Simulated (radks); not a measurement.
Problem. All-electron atom: La3+ in [Kr] 4d9 5s2 5p6 5d1 (not the ground configuration). Calculated with a radial shooting solver on a logarithmic mesh with Libxc functionals: Dirac Kohn-Sham, PBE, spin-unpolarised, spherical densities, finite nucleus; open shells fill j = l - 1/2 first; Fermi nuclear charge, rms radius 4.855 fm.

Spin-orbit splittings of the eigenvalues, e(l+1/2) - e(l-1/2), with zeta = 2 splitting/(2l+1) and mean radii in bohr:

shell  occ.  splitting (eV)  zeta (eV)  <r> j=l-1/2  <r> j=l+1/2
2p        6           413.1      275.4      0.08991      0.09601
3p        6               ?          ?       0.2746       0.2866
3d       10           17.25      6.899       0.2576       0.2614
4p        6           17.42      11.61       0.6700       0.6962
4d        9           3.075      1.230       0.7506       0.7596
5p        6           2.906      1.938        1.653        1.719
5d        1          0.3418     0.1367        2.250        2.276

Estimate the 3p splitting.

Solution. 80.58 eV (zeta = 53.72 eV).
